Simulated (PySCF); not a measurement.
**UHF on Ag+ (silver, charge +1)**

Configuration: [Kr] 4d10, closed-shell 1S. Computed with PySCF 2.14 in def2-TZVP with the def2 core potential (28 electrons), with a scalar-relativistic core potential.

| Property | Result |
| --- | --- |
| Total energy | -145.883287 hartree |
| One-electron energy | -255.8964 hartree |
| Hartree (Coulomb) energy | 123.2506 hartree |
| Exchange energy | -13.2374 hartree |
| ⟨S²⟩ | 0.0000 |
| ⟨L²⟩ | 0.000 |
| Sum of ⟨r⟩ | 21.77 bohr |
| Sum of ⟨r²⟩ | 31.63 bohr² |
| Time after the integrals | 0.15 s of wall time on 1 thread of Neoverse-N1 (shared host) |

| shell | electrons | mean orbital energy (eV) | rms radius, mean of both spins (bohr) |
| --- | --- | --- | --- |
| 4s | 2 | -125.93 | 0.984 |
| 4p | 6 | -83.966 | 1.08 |
| 4d | 10 | -22.042 | 1.50 |

Energies and moments cover only the electrons outside the core potential.
